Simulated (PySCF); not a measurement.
CH5Br2NOSi, singlet, at a GFN2-xTB geometry, atoms displaced at random by about 0.03 Å a coordinate.

The PySCF input:
```python
from pyscf import gto, scf, dft

mol = gto.M(
    atom='''
C    -2.47798104   -0.06903172   -1.58105319
O    -1.24743770    0.52793205   -1.13748637
Si    0.02298250   -0.07018643   -0.50933384
N     1.03892958   -0.91015592   -1.68149910
Br    1.21478023    1.60178693    0.17078760
Br   -0.52648379   -1.40362208    1.13961910
H    -2.34178372   -0.52592674   -2.50125967
H    -2.79524666   -0.78432165   -0.84325423
H    -3.24393871    0.79636911   -1.60852844
H     1.98670342   -1.12077360   -1.52333136
H     0.64111164   -1.55447440   -2.29898740
''',
    basis='sto-3g',
    verbose=4,
)

mf = dft.RKS(mol)
mf.xc = 'pbe'
mf.kernel()
g = mf.nuc_grad_method()
grad = g.kernel()
```

Task: What does this run give for the HOMO-LUMO gap, Mulliken (on the basis functions themselves) charges in atom order, number of basis functions, HOMO energy?

Result: 
```json
{
 "HOMO-LUMO gap": "5.56 eV",
 "Mulliken (on the basis functions themselves) charges in atom order": "C1 -0.15, O2 -0.36, Si3 0.83, N4 -0.59, Br5 -0.18, Br6 -0.22, H7 0.10, H8 0.10, H9 0.10, H10 0.19, H11 0.18",
 "number_of_basis_functions": "65",
 "HOMO energy": "-2.49 eV"
}
```
